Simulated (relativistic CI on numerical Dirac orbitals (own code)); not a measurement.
# Spin-allowed bands of a d7 ion in an octahedral site, by hand

Problem. Take Δ = 6750 cm⁻¹ and B = 450 cm⁻¹ for a high-spin d7 ion in an octahedral site. Calculate the three spin-allowed bands.

Working.
1. The terms of highest spin are 4F (energy 0) and 4P (15B = 6750 cm⁻¹). Here the F term splits into A2 at +1.2Δ = 8100, T2 at +0.2Δ = 1350 and T1 at −0.6Δ = -4050 cm⁻¹.
2. The two T1 states mix through the element 0.4Δ: H = [[-4050, 2700], [2700, 6750]], with roots ½(H₁₁ + H₂₂) ∓ ½√[(H₂₂ − H₁₁)² + 4H₁₂²] = ½(2700) ∓ ½(12075) = -4687 and 7387 cm⁻¹.
3. The ground term is 4T1 at -4687 cm⁻¹.
4. Bands: 4T2 6037 cm⁻¹ (1656 nm), 4T1(P) 12075 cm⁻¹ (828 nm), 4A2 12787 cm⁻¹ (782 nm).

Check. Exact diagonalisation of the whole d7 shell with these parameters gives 4T2 6037, 4T1 12075, 4A2 12787 cm⁻¹. The match is exact, since without spin-orbit coupling no other term has this spin. The ratio of the second band to the first, 2.000, depends on Δ/B = 15.0 alone, which is how a Tanabe-Sugano diagram is read.
